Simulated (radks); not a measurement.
Results of a calculation; reference values are marked as such.
Spherical quantum dot in the effective-mass picture: electrons in a parabolic well V = omega^2 r^2 / 2 with omega = 2.35, with a point charge +1 (a donor) at the centre, all in effective atomic units (hartree* = m*/eps^2 hartree, bohr* = eps/m* bohr), one dielectric constant everywhere. Level of theory: non-relativistic Kohn-Sham, r2SCAN, spin-polarised, spherical densities, generalised Kohn-Sham scheme (a radial shooting solver with Libxc functionals). Levels are named by radial order and angular momentum (1s, 1p, 1d, 2s, ...), and open shells are averaged over m. Results are scaled to m* = 0.07 and eps = 16, for which hartree* = 7.441 meV and bohr* = 12.1 nm.

N = 9, configuration 1s2 1p6 2s(up 1, down 0). This is the lowest configuration that the search found. Occupied and some empty levels:

| level | occupation | eigenvalue (meV) | <r> (nm) |
|---|---|---|---|
| 1s up | 1 | 70.643 | 9.407 |
| 1s down | 1 | 71.309 | 9.579 |
| 1p up | 3 | 86.399 | 13.23 |
| 1p down | 3 | 86.696 | 13.16 |
| 2s up | 1 | 99.096 | 13.82 |
| 2s down | 0 | 100.39 | 13.84 |
| 1d up | 0 | 101.08 | 15.61 |
| 1d down | 0 | 101.52 | 15.53 |
| 1f up | 0 | 116.37 | 17.49 |
| 1f down | 0 | 116.93 | 17.45 |
| 2p up | 0 | 117.49 | 15.95 |
| 2p down | 0 | 118.18 | 16.08 |
| 1g up | 0 | 132.36 | 19.12 |
| 1g down | 0 | 132.88 | 19.18 |

Energy (meV): total 515.609, kinetic 158.09, external 142.91, Hartree 262.01, exchange-correlation -47.399.

Electron density:

| r (nm) | n(r) (e/nm^3) |
|---|---|
| 0.534 | 0.001756 |
| 2.55 | 0.001261 |
| 4.56 | 0.0009342 |
| 6.57 | 0.0007285 |
| 8.59 | 0.0005895 |
| 10.6 | 0.0004727 |
| 12.6 | 0.0003554 |
| 14.6 | 0.0002416 |
| 16.6 | 0.0001449 |
| 18.7 | 0.00007534 |
| 20.7 | 0.00003396 |
| 22.7 | 0.00001309 |
| 24.7 | 4.367e-06 |
| 26.7 | 1.255e-06 |
